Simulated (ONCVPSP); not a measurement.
**PBEsol ONCV dataset for Ba (Z = 56), scalar-relativistic all-electron reference.**

* Element: barium
* Generator: ONCVPSP 4.0.1
* Type: optimised norm-conserving Vanderbilt (ONCV)
* Functional: PBEsol
* Relativity: scalar-relativistic
* Frozen core: [Kr] 4d10
* Valence charge: 10
* Reference configuration: 5s2 5p6 6s1.75 6p0.25
* Partial waves: 5s+6s: rc 3.08 bohr, ncon 4, nbas 8, qcut 4.6 1/bohr, 2 projectors; 5p+6p: rc 3.96 bohr, ncon 5, nbas 8, qcut 5 1/bohr, 2 projectors; d scattering state at 0.09 Ha: rc 3.84 bohr, ncon 3, nbas 7, qcut 3.4 1/bohr, 2 projectors, debl 1.5 Ha
* Local potential: polynomial inside 2.48 bohr (lpopt 5, dvloc0 0 Ha)
* Core correction: Teter function, fcfact 1.75, rcfact 1.6

In the d channel the program set the typed energies aside and used -0.082, 1.418 Ha.

Question: Estimate the cutoffs (Ha) at which the residual kinetic energy of the hardest occupied pseudo-wave falls to 1 and 0.1 mHa per electron.

Answer: 5.3 Ha and 7.1 Ha.

Question: What does a ghost test show?

Answer: No bound ghost flagged; no localised positive-energy state flagged.

Question: Tests: 5s2 5p6 6s2 6p0; 5s2 5p6 6s1 6p0; 5s2 5p6 6s0 6p0; 5s2 5p6 5d1 6s0 6p0. Which has the largest error in its energy relative to the reference configuration, and how large is it?

Answer: 5s2 5p6 6s0 6p0, with -5.0 meV (all-electron minus pseudo) on +14.77 eV.
